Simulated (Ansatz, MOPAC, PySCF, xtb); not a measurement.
Noncovalent pair: C2H2 (SMILES C#C) (first 4 atoms) with CH3Br (SMILES CBr); geometry from B3LYP-D3(BJ)/def2-TZVP, rigid monomers moved along the line of their centres of mass till C1···H7 is 3.04 Å.
(charge 0, multiplicity 1):
```json
[
 {"atom": "C", "x (Å)": "-0.0481", "y (Å)": "0.4930", "z (Å)": "0.1742"},
 {"atom": "C", "x (Å)": "-0.0073", "y (Å)": "-0.2667", "z (Å)": "-0.7506"},
 {"atom": "H", "x (Å)": "-0.0861", "y (Å)": "1.1527", "z (Å)": "1.0091"},
 {"atom": "H", "x (Å)": "0.0299", "y (Å)": "-0.9323", "z (Å)": "-1.5782"},
 {"atom": "C", "x (Å)": "-0.4330", "y (Å)": "-1.1777", "z (Å)": "3.7663"},
 {"atom": "Br", "x (Å)": "-0.3830", "y (Å)": "0.7019", "z (Å)": "4.3209"},
 {"atom": "H", "x (Å)": "-0.3360", "y (Å)": "-1.2007", "z (Å)": "2.6864"},
 {"atom": "H", "x (Å)": "-1.3846", "y (Å)": "-1.5851", "z (Å)": "4.0885"},
 {"atom": "H", "x (Å)": "0.3966", "y (Å)": "-1.6803", "z (Å)": "4.2506"}
]
```

Counterpoise-corrected where a basis set is named; no monomer relaxation.

The state that AM1 reach isn't checked.

The values were computed with Ansatz (an electronic-structure program); MOPAC for AM1 (differences of heats of formation); PySCF for the dispersion terms; xtb for the GFN methods. 

**Question.** One of these levels gives -1.58 kcal/mol for the interaction energy. Name it.
A. AM1
B. GFN2-xTB
C. PBE-D4/def2-TZVPPD

**Answer.** B, GFN2-xTB. The others give -0.36 (AM1), -2.15 (PBE-D4/def2-TZVPPD)
